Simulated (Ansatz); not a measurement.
Reaction (substitution at a C–O bond): `O=COC[SiH2]S` + `CB(C)O` → `CB(C)OC=O` + `OC[SiH2]S`

Program: Ansatz. Geometries: PBE0-D4/def2-TZVP. ΔE: electronic, gas phase. CCSD(T)/CBS is the MP2 limit (def2-TZVPP, def2-QZVPP) plus CCSD(T) − MP2 in def2-TZVPP, frozen cores. Each species was taken in one conformer, which may not be the lowest.

```
             level  ΔE (eV)
SCS-MP2/def2-QZVPP     0.41
      HF/CBS(def2)     0.32
```

Question: What does CCSD(T)/CBS give? (Best estimate.)

Answer: Ansatz gave: +0.41 eV. The listed levels differ from it by 0.00, -0.09 eV.

Largest T1 diagnostic among the species: 0.015.

In def2-TZVPP, CCSD(T) changes the Hartree–Fock value by +0.10 eV (the triples alone add +0.02 eV) and MP2 by +0.11 eV. From PBE to PBE0 (25 % exact exchange), in def2-TZVPP and without D4, ΔE moves by −0.04 eV.
